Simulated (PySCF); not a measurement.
# Identify the compound

An unknown has the formula C$_{5}$H$_{8}$OSi$_{2}$. Its calculated NMR data are:

¹H NMR (500 MHz, computed): δ 5.35 (m, 1H), 5.32 (m, 1H), 4.24 (d, 3H), 4.07 (m, 1H), 2.20 (d, 1H), 1.33 (m, 1H).

¹³C{¹H} NMR (computed): δ 232.9, 87.1, 82.9, 60.7, 1.6.

All values are calculated (PySCF 2.14.0 with density-fitted response routines): σ from GIAO-PBE0/pcSseg-1, structure optimised with GFN2-xTB. No relativistic terms, equivalent nuclei averaged, single conformer, isolated molecule.

References, each an isolated molecule treated in the same way: TMS for ¹H (σ = 31.72 ppm) and ¹³C (σ = 186.93 ppm).

Question: Which of these isomers gave the spectra?
A. C#C[Si@@H](C#C[SiH3])OC
B. C#C[C@@H]1C(=O)[SiH2][C@@H]1[SiH3]
C. C#CC1([SiH2]O[SiH3])C=C1

Answer: B. 

- Rings plus π bonds: 4 (1 ring in the answer).
- 5 carbon signals for 5 carbons: no two carbons are equivalent.
- Carbon types of the structure: 2 × C, 3 × CH, leaving 5 H on heteroatoms.
- δC 232.9: carbonyl carbon.
- δC 87.1: terminal alkyne carbon; the triple bond shields along its axis, which puts it between sp3 and sp2 carbons.
- δC 82.9: alkyne carbon; sp carbons lie upfield of alkene carbons because the cylindrical π system leaves one tensor component strongly shielded.
- δC 60.7: sp3 CH α to a carbonyl.
- δC 1.6: sp3 CH bonded to 2 Si; an electropositive neighbour leaves it electron-rich and shielded.

The others: C#C[Si@@H](C#C[SiH3])OC would give 4 signals for carbon-bound and other non-exchanging H, not 6; C#CC1([SiH2]O[SiH3])C=C1 would give 4 carbon signals, not 5.

Shifts are as computed. Against solution values, carbons near 30 ppm lie about +3 ppm off and those near 130 ppm about +5 ppm. Of 1211 compounds with measured shifts, 218 miss one by over three times the rms of a fit or turn the order of signals round; such compounds aren't used in these exercises. No couplings were computed; multiplicities are counted from neighbouring protons, with m where these are inequivalent, close in shift, in a saturated or five-membered ring or joined by F or P, and br s for small geminal =CH2 splittings.
